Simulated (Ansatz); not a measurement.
The molecule FeSb, multiplicity 6 (lowest of 2S+1 = 2, 4, 6, 8 at PBE0/def2-TZVPP; our sources give no spin for the ground state, which may be another). No spin–orbit coupling. Fe is treated without relativity.

Seven points along R, fitted to fifth degree in 1/R; most abundant isotopes. Runs in def2 and cc sets follow the lowest solution found near the PBE0 minimum.

The values were computed with Ansatz (an electronic-structure program). Values without a source in brackets are computed. In def2 rows elements past Kr take small-core potentials, without spin–orbit coupling.

Energies at wB97X-V/def2-TZVPP:

| R (Å) | E (hartree) |
|---|---|
| 2.261281 | -1503.73751785 |
| 2.322068 | -1503.74127722 |
| 2.377992 | -1503.74316739 |
| 2.441211 | -1503.74392082 |
| 2.504430 | -1503.74352843 |
| 2.577374 | -1503.74199215 |
| 2.662476 | -1503.73911801 |

Question: With a reduced mass of 38.2425 u, find the minimum, the force constant and the constants.

Answer: A fifth-degree polynomial in 1/R puts the minimum at r_e = 2.4487 Å with force constant 120 N/m. Then ω_e = (1/2πc)√(k/μ) = 231 cm⁻¹ and B_e = h/(8π²cμr_e²) = 0.07352 cm⁻¹; the cubic and quartic terms give α_e = 0.00032 and ω_e x_e = 0.51 cm⁻¹.
